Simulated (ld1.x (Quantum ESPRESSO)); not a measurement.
iron (Fe): TM semilocal pseudisation with PBE, scalar-relativistic reference atom.

Input for ld1.x (Quantum ESPRESSO) 7.5:

```
&input
   title='Fe', zed=26., rel=1, dft='PBE', iswitch=3,
   config='[Ar] 3d6 4s2 4p0',
   nld=3, rlderiv=3.75, eminld=-3.0, emaxld=5.0, deld=0.02
 /
 &inputp
   pseudotype=1, tm=.true., lloc=0,
   nlcc=.false.,
   file_pseudopw='Fe.pp', file_wfcaegen='ae.wfc', file_wfcncgen='nc.wfc'
 /
3
4P  2  1   0.00   0.00  3.45  3.45  0.0
3D  3  2   6.00   0.00  1.30  1.30  0.0
4S  1  0   2.00   0.00  2.00  2.00  0.0
 &test
   configts(1)='3d6 4s2 4p0'
 /
```

Command:

```bash
ld1.x < Fe.in > Fe.out
```

The program printed (shortened: banner, matrices, multipoles, cross overlaps and the repeated all-electron block are left out):

```
Program LD1 v.7.5
     --------------------------- All-electron run ----------------------------

     Fe
     scalar relativistic calculation

     atomic number is 26.00
     dft =PBE   lsd =0 sic =0 latt =0  beta=0.20 tr2=1.0E-14
     Exchange-correlation= PBE
                           (   1   4   3   4   0   0   0)
     mesh =1191 r(mesh) = 101.18024 a.u. xmin = -7.00 dx = 0.01250
     1 Ry =  13.60569312 eV, c = 137.03599908

     n l     nl                  e(Ry)          e(Ha)          e(eV)
     1 0     1S 1( 2.00)      -514.4115      -257.2057     -6998.9247
     2 0     2S 1( 2.00)       -60.2488       -30.1244      -819.7264
     2 1     2P 1( 6.00)       -51.3354       -25.6677      -698.4539
     3 0     3S 1( 2.00)        -6.9102        -3.4551       -94.0175
     3 1     3P 1( 6.00)        -4.4131        -2.2065       -60.0427
     3 2     3D 1( 6.00)        -0.5516        -0.2758        -7.5048
     4 0     4S 1( 2.00)        -0.3889        -0.1945        -5.2918
     4 1     4P 1( 0.00)        -0.0974        -0.0487        -1.3253

     final scf error:  5.6E-15 reached in  30 iterations

     Etot =   -2544.902313 Ry,   -1272.451157 Ha,  -34625.159902 eV

     Ekin =    2575.339029 Ry,    1287.669514 Ha,   35039.272513 eV
     Encl =   -6085.383349 Ry,   -3042.691675 Ha,  -82795.858387 eV
     Eh   =    1076.231767 Ry,     538.115884 Ha,   14642.879154 eV
     Exc  =    -111.089760 Ry,     -55.544880 Ha,   -1511.453182 eV

     normalization and overlap integrals

     s(1S/1S) =  1.000000  <r> =   0.0585  <r2> =    0.0046  r(max) =   0.0385
     s(2S/2S) =  1.000000  <r> =   0.2669  <r2> =    0.0841  r(max) =   0.2213
     s(2P/2P) =  1.000000  <r> =   0.2355  <r2> =    0.0682  r(max) =   0.1790
     s(3S/3S) =  1.000000  <r> =   0.8106  <r2> =    0.7587  r(max) =   0.6990
     s(3P/3P) =  1.000000  <r> =   0.8577  <r2> =    0.8683  r(max) =   0.7167
     s(3D/3D) =  1.000000  <r> =   1.1409  <r2> =    1.7649  r(max) =   0.7078
     s(4S/4S) =  1.000000  <r> =   2.9886  <r2> =   10.4166  r(max) =   2.4095
     s(4P/4P) =  1.000000  <r> =   4.4716  <r2> =   24.1571  r(max) =   3.3348

     ------------------------ End of All-electron run ------------------------

     --------------------- Generating NC pseudopotential ---------------------

      Generating local pot.: lloc=0, matching radius rcloc =   2.0000

      Wfc   4P  rcut= 3.462  Using Troullier-Martins method

      Wfc   3D  rcut= 1.306  Using Troullier-Martins method

     ------------------- End of pseudopotential generation -------------------

     Computing logarithmic derivative in   3.75532
     Computing logarithmic derivative in   3.75532
     Computing the partial wave expansion
       no projector for channel:   0
     R is outside the sphere for l=    1 j= 0.00
     R is outside the sphere for l=    2 j= 0.00

     ---------------------- Testing the pseudopotential ----------------------

     Fe
     scalar relativistic calculation

     atomic number is 26.00   valence charge is  8.00
     dft =PBE   lsd =0 sic =0 latt =0  beta=0.20 tr2=1.0E-14
     mesh =1191 r(mesh) = 101.18024 xmin = -7.00 dx = 0.01250

     n l     nl             e AE (Ry)        e PS (Ry)    De AE-PS (Ry)
     3 2     3D   1( 6.00)       -0.55159       -0.55159        0.00000
     1 0     4S   1( 2.00)       -0.38894       -0.38894        0.00000
     2 1     4P   1( 0.00)       -0.09741       -0.09741        0.00000

     eps = 2.6E-15  iter = 18

     Etot =   -2544.902313 Ry,   -1272.451157 Ha,  -34625.159902 eV
     Etotps =   -41.303561 Ry,     -20.651780 Ha,    -561.963573 eV

     Ekin =      71.741769 Ry,      35.870885 Ha,     976.096495 eV
     Encl =     -63.029656 Ry,     -31.514828 Ha,    -857.562160 eV
     Ehrt =      39.574376 Ry,      19.787188 Ha,     538.436813 eV
     Ecxc =      -8.056335 Ry,      -4.028168 Ha,    -109.612026 eV
     Epseu=     -81.533714 Ry,     -40.766857 Ha,   -1109.322695 eV

     ---------------------- End of pseudopotential test ----------------------
```

Generation and configuration tests took about 3.1 s on one core of a shared server CPU.

Transferability test of the new file with ld1.x, input:

```
&input
   title='Fe', zed=26., rel=1, dft='PBE', iswitch=2,
   config='[Ar] 3d6 4s2 4p0'
 /
 &test
   file_pseudo='Fe.pp', nconf=8,
   configts(1)='3d6 4s2 4p0',
   configts(2)='3d6 4s1 4p0',
   configts(3)='3d6 4s0 4p0',
   configts(4)='3d5 4s0 4p0',
   configts(5)='3d7 4s1 4p0',
   configts(6)='3d6 4s0 4p2',
   configts(7)='3d6 4s1 4p1',
   configts(8)='3d5 4s2 4p1'
 /
```

```bash
ld1.x < Fe.test.in > Fe.test.out
```

Pseudopotential blocks of its output, shortened (energy terms left out):

```
     ---------------------- Testing the pseudopotential ----------------------

     n l     nl             e AE (Ry)        e PS (Ry)    De AE-PS (Ry)
     3 2     3D   1( 6.00)       -0.55159       -0.55159        0.00000
     1 0     4S   1( 2.00)       -0.38894       -0.38894        0.00000
     2 1     4P   1( 0.00)       -0.09741       -0.09741        0.00000

     eps = 6.3E-15  iter = 22

     Etot =   -2544.902313 Ry,   -1272.451157 Ha,  -34625.159902 eV
     Etotps =   -41.303561 Ry,     -20.651780 Ha,    -561.963574 eV

     ---------------------- End of pseudopotential test ----------------------

          ---------------------- Testing the pseudopotential ----------------------

     n l     nl             e AE (Ry)        e PS (Ry)    De AE-PS (Ry)
     3 2     3D   1( 6.00)       -1.17273       -1.16734       -0.00538  !
     1 0     4S   1( 1.00)       -0.90612       -0.90450       -0.00163
     2 1     4P   1( 0.00)       -0.53939       -0.53918       -0.00021

     eps = 6.3E-15  iter = 39

     Etot =   -2544.260749 Ry,   -1272.130374 Ha,  -34616.430970 eV
     Etotps =   -40.662413 Ry,     -20.331206 Ha,    -553.240310 eV
     dEtot_ae =       0.641565 Ry
     dEtot_ps =       0.641148 Ry,   Delta E=       0.000417 Ry

     ---------------------- End of pseudopotential test ----------------------

          ---------------------- Testing the pseudopotential ----------------------

     n l     nl             e AE (Ry)        e PS (Ry)    De AE-PS (Ry)
     3 2     3D   1( 6.00)       -1.89018       -1.87274       -0.01744  !
     1 0     4S   1( 0.00)       -1.48462       -1.47284       -0.01179  !
     2 1     4P   1( 0.00)       -1.05088       -1.04539       -0.00549  !

     eps = 2.8E-15  iter = 12

     Etot =   -2543.069838 Ry,   -1271.534919 Ha,  -34600.227810 eV
     Etotps =   -39.477116 Ry,     -19.738558 Ha,    -537.113519 eV
     dEtot_ae =       1.832475 Ry
     dEtot_ps =       1.826445 Ry,   Delta E=       0.006030 Ry

     ---------------------- End of pseudopotential test ----------------------

          ---------------------- Testing the pseudopotential ----------------------

     n l     nl             e AE (Ry)        e PS (Ry)    De AE-PS (Ry)
     3 2     3D   1( 5.00)       -3.17627       -3.18485        0.00857  !
     1 0     4S   1( 0.00)       -2.30054       -2.27418       -0.02636  !
     2 1     4P   1( 0.00)       -1.77381       -1.76203       -0.01177  !

     eps = 6.0E-17  iter = 12

     Etot =   -2540.554477 Ry,   -1270.277238 Ha,  -34566.004573 eV
     Etotps =   -36.968648 Ry,     -18.484324 Ha,    -502.984080 eV
     dEtot_ae =       4.347837 Ry
     dEtot_ps =       4.334913 Ry,   Delta E=       0.012924 Ry

     ---------------------- End of pseudopotential test ----------------------

          ---------------------- Testing the pseudopotential ----------------------

     n l     nl             e AE (Ry)        e PS (Ry)    De AE-PS (Ry)
     3 2     3D   1( 7.00)       -0.28033       -0.27351       -0.00682  !
     1 0     4S   1( 1.00)       -0.31273       -0.31733        0.00461
     2 1     4P   1( 0.00)       -0.06376       -0.06581        0.00206

     eps = 5.9E-15  iter = 31

     Etot =   -2544.960455 Ry,   -1272.480228 Ha,  -34625.950962 eV
     Etotps =   -41.354431 Ry,     -20.677215 Ha,    -562.655692 eV
     dEtot_ae =      -0.058142 Ry
     dEtot_ps =      -0.050870 Ry,   Delta E=      -0.007272 Ry

     ---------------------- End of pseudopotential test ----------------------

          ---------------------- Testing the pseudopotential ----------------------

     n l     nl             e AE (Ry)        e PS (Ry)    De AE-PS (Ry)
     3 2     3D   1( 6.00)       -0.78198       -0.77643       -0.00555  !
     1 0     4S   1( 0.00)       -0.53031       -0.52754       -0.00278
     2 1     4P   1( 2.00)       -0.20297       -0.20264       -0.00033

     eps = 5.0E-15  iter = 25

     Etot =   -2544.280874 Ry,   -1272.140437 Ha,  -34616.704793 eV
     Etotps =   -40.684100 Ry,     -20.342050 Ha,    -553.535376 eV
     dEtot_ae =       0.621439 Ry
     dEtot_ps =       0.619461 Ry,   Delta E=       0.001978 Ry

     ---------------------- End of pseudopotential test ----------------------

          ---------------------- Testing the pseudopotential ----------------------

     n l     nl             e AE (Ry)        e PS (Ry)    De AE-PS (Ry)
     3 2     3D   1( 6.00)       -0.67538       -0.67296       -0.00243
     1 0     4S   1( 1.00)       -0.46745       -0.46654       -0.00090
     2 1     4P   1( 1.00)       -0.15585       -0.15586        0.00001

     eps = 5.1E-15  iter = 35

     Etot =   -2544.600603 Ry,   -1272.300302 Ha,  -34621.054926 eV
     Etotps =   -41.002223 Ry,     -20.501112 Ha,    -557.863664 eV
     dEtot_ae =       0.301710 Ry
     dEtot_ps =       0.301338 Ry,   Delta E=       0.000372 Ry

     ---------------------- End of pseudopotential test ----------------------

          ---------------------- Testing the pseudopotential ----------------------

     n l     nl             e AE (Ry)        e PS (Ry)    De AE-PS (Ry)
     3 2     3D   1( 5.00)       -1.03667       -1.06480        0.02813  !
     1 0     4S   1( 2.00)       -0.55032       -0.54700       -0.00331
     2 1     4P   1( 1.00)       -0.19301       -0.19123       -0.00178

     eps = 4.2E-15  iter = 32

     Etot =   -2544.259401 Ry,   -1272.129701 Ha,  -34616.412636 eV
     Etotps =   -40.647721 Ry,     -20.323860 Ha,    -553.040418 eV
     dEtot_ae =       0.642912 Ry
     dEtot_ps =       0.655840 Ry,   Delta E=      -0.012928 Ry

     ---------------------- End of pseudopotential test ----------------------
```
